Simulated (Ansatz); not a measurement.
`C[S][GeH2][SiH3]` and `C[S][GeH2][Cl]` differ in one atom or group.

Ansatz, PBE0-D4/def2-TZVP geometries, multiplicity 1. Each molecule was computed in one conformer, which needn't be the lowest.

Scalar relativity is left out up to krypton.

```json
{"property": "LUMO energy (PBE/def2-TZVPP) / eV", "`C[S][GeH2][SiH3]`": "-1.13"}
{"property": "HOMO–LUMO gap (B3LYP/def2-TZVPP) / eV", "`C[S][GeH2][SiH3]`": "5.92"}
{"property": "LUMO energy (ωB97M-V/def2-TZVPP) / eV", "`C[S][GeH2][SiH3]`": "1.50"}
{"property": "size of the dipole moment (ωB97M-V/def2-TZVPP) / D", "`C[S][GeH2][SiH3]`": "1.42"}
{"property": "HOMO energy (ωB97M-V/def2-TZVPP) / eV", "`C[S][GeH2][SiH3]`": "-8.77"}
{"property": "LUMO energy (PBE0/def2-TZVPP) / eV", "`C[S][GeH2][SiH3]`": "-0.29"}
```

(1) What does the change do to each property? (Estimate.)

Results:

(1) Computed: 
```csv
property,`C[S][GeH2][Cl]`,shift
LUMO energy (PBE/def2-TZVPP) / eV,-1.40,-0.27
HOMO–LUMO gap (B3LYP/def2-TZVPP) / eV,6.23,0.31
LUMO energy (ωB97M-V/def2-TZVPP) / eV,1.46,-0.04
size of the dipole moment (ωB97M-V/def2-TZVPP) / D,1.75,0.33
HOMO energy (ωB97M-V/def2-TZVPP) / eV,-9.41,-0.64
LUMO energy (PBE0/def2-TZVPP) / eV,-0.47,-0.18
```

With PBE0 the HOMO falls by 0.58 eV and the LUMO falls by 0.18 eV, so the gap widens by about 0.40 eV. PBE moves the HOMO by -0.52 eV and ωB97M-V by -0.64 eV. Dipoles are sizes alone; their direction can turn.

B3LYP here is the variant with VWN-RPA as its local correlation; programs differ in this.
